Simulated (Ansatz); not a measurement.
Relaxation of AlF$_{2}$H$_{4}$N (8 atoms, charge 0, multiplicity 1), to a largest force component of 0.03 eV/Å in at most 50 steps.

All numbers below come from RKS PBE0/def2-SVP in Ansatz.

```xyz
8
Properties=species:S:1:pos:R:3
Al 0.029 0.256 -0.032
H -0.166 0.318 1.516
F 1.530 0.415 -0.717
F -1.269 0.063 -1.044
N 0.030 -2.512 1.378
H -0.679 -2.699 0.672
H 0.961 -2.647 0.989
H -0.067 -1.541 1.732
```

Task: Where does it end, and by what steps?

Result: The forces met the threshold. After 14 steps the energy has fallen by 1.605 eV; N5 moved furthest, 0.70 Å. Joined: Al1–N5 (3.11 → 2.04 Å).

```json
{"step": "0", "energy less start (eV)": "0.0000", "largest force component (eV/Å)": "1.013", "accepted": "yes"}
{"step": "1", "energy less start (eV)": "-0.1007", "largest force component (eV/Å)": "1.409", "accepted": "yes"}
{"step": "2", "energy less start (eV)": "-0.2007", "largest force component (eV/Å)": "1.703", "accepted": "yes"}
{"step": "3", "energy less start (eV)": "-0.3582", "largest force component (eV/Å)": "2.181", "accepted": "yes"}
{"step": "4", "energy less start (eV)": "-0.4649", "largest force component (eV/Å)": "2.706", "accepted": "yes"}
{"step": "5", "energy less start (eV)": "-0.6659", "largest force component (eV/Å)": "1.452", "accepted": "yes"}
{"step": "6", "energy less start (eV)": "-0.8140", "largest force component (eV/Å)": "2.266", "accepted": "yes"}
{"step": "7", "energy less start (eV)": "-1.0668", "largest force component (eV/Å)": "2.880", "accepted": "yes"}
{"step": "8", "energy less start (eV)": "-1.4523", "largest force component (eV/Å)": "1.960", "accepted": "yes"}
{"step": "9", "energy less start (eV)": "-1.5081", "largest force component (eV/Å)": "1.173", "accepted": "yes"}
{"step": "10", "energy less start (eV)": "-1.5557", "largest force component (eV/Å)": "0.548", "accepted": "yes"}
{"step": "11", "energy less start (eV)": "-1.6015", "largest force component (eV/Å)": "0.203", "accepted": "yes"}
{"step": "12", "energy less start (eV)": "-1.6045", "largest force component (eV/Å)": "0.063", "accepted": "yes"}
{"step": "13", "energy less start (eV)": "-1.6050", "largest force component (eV/Å)": "0.050", "accepted": "yes"}
{"step": "14", "energy less start (eV)": "-1.6051", "largest force component (eV/Å)": "0.010", "accepted": "yes"}
```

```xyz
8
Properties=species:S:1:pos:R:3
Al 0.008 -0.049 0.228
H -0.236 0.906 1.467
F 1.537 -0.066 -0.473
F -1.262 -0.298 -0.846
N 0.068 -1.949 0.956
H -0.664 -2.491 0.492
H 0.971 -2.358 0.704
H -0.055 -2.041 1.965
```

Whether the end is a true minimum wasn't checked by a vibrational analysis.

The run took 24 s on 1 thread of Intel(R) Xeon(R) 6975P-C (Granite Rapids), with other jobs on the host, peak memory 0.16 GiB.
